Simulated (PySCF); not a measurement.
[FeF5]3-: what the settings change

[FeF5]3- holds Fe(II), d6, at total charge -3. The structure is a PBE0-D3(BJ)/def2-TZVP, IEF-PCM water geometry optimised for multiplicity 5; coordination trigonal bipyramidal, point group C2v, metal–donor distances 1.98–2.13 Å.

```
6

Fe    0.000    0.000    0.000
F    -0.022    0.038    2.127
F    -0.022    0.038   -2.127
F    -0.762   -1.885    0.000
F     2.013   -0.282    0.000
F    -0.988    1.712    0.000
```

Method (PySCF 2.14, density fitting): CASSCF(6,5) with orbitals averaged over all microstates of the shell, strongly contracted NEVPT2 on the averaged canonical orbitals; basis x2c-TZVPall on the metal, x2c-SVPall elsewhere; spin-free X2C; IEF-PCM water; spin-orbit coupling by state interaction with the mean-field operator over all roots.

Base run: NEVPT2 ground state 5A2, next 5B1 at 1416, then 5A1 at 1898 cm⁻¹, B(CASSCF) 1142, ζ 404 cm⁻¹, D -9.56 cm⁻¹, g 2.039 2.134 2.235, μeff(300 K) 5.33 μB.

Question: What happens with the basis x2c-TZVPall on all atoms?

Answer: NEVPT2 ground state 5A2, next 5B1 at 1352, then 5A1 at 1943 cm⁻¹, B(CASSCF) 1143, ζ 404 cm⁻¹, D -9.27 cm⁻¹, g 2.039 2.140 2.233, μeff(300 K) 5.33 μB. It took 16 s against 11 s on a shared host of the same kind.

Question: What happens with orbitals averaged over the highest spin alone?

Answer: NEVPT2 ground state 5A2, next 5B1 at 1393, then 5A1 at 1853 cm⁻¹, B(CASSCF) 1162, ζ 410 cm⁻¹, D -9.98 cm⁻¹, g 2.041 2.137 2.245, μeff(300 K) 5.34 μB.

No frequencies were computed for the optimised geometry. NEVPT2 lifts 5B2 from 3253 to 3919 cm⁻¹; on the d shell alone such lifts tend to overshoot.
